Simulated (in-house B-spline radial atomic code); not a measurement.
# Solving the quasi-particle equation for 4d up of the molybdenum ion Mo⁺

Configuration [Kr] 4d5, highest spin, start LDA VWN5. Computed with a B-spline radial code for spherical atoms: all electrons, scalar-relativistic (spin-free one-electron X2C), finite nucleus, each spin shell either full or empty, empty states to l = 9 with an (l + 1/2)⁻⁴ tail; G0W0 by contour deformation at full frequency.

At the mean-field level ε = -11.553 eV the matrix elements are Σx = -25.221 eV, v_xc = -20.218 eV and Σc(ε) = -0.224 eV, and the slope of the correlation self-energy is dΣc/dω = -0.2478. The quasi-particle energy solves E = ε + Σx − v_xc + Σc(E).

Problem. What does the linearised equation give?

Solution. Z = 1/(1 − dΣc/dω) = 1/1.2478 = 0.8014. The first-order shift is Σx − v_xc + Σc(ε) = -25.221 − (-20.218) + (-0.224) = -5.227 eV, so E ≈ ε + Z × shift = -11.553 + 0.8014 × (-5.227) = -15.742 eV.

Problem. How does that compare with the full solution and with static screening?

Solution. Solving the equation at full frequency dependence gives E = -16.189 eV, where Σc = 0.367 eV and the weight is 0.811; the linearised value is off by 447 meV. Σc changes between ε and E by more than either slope allows, so a pole of Σc lies between them and the linearisation fails. Leaving Z out would give -16.780 eV. Static COHSEX puts -3.057 eV in place of Σc and gives -19.613 eV, 3.42 eV deeper.
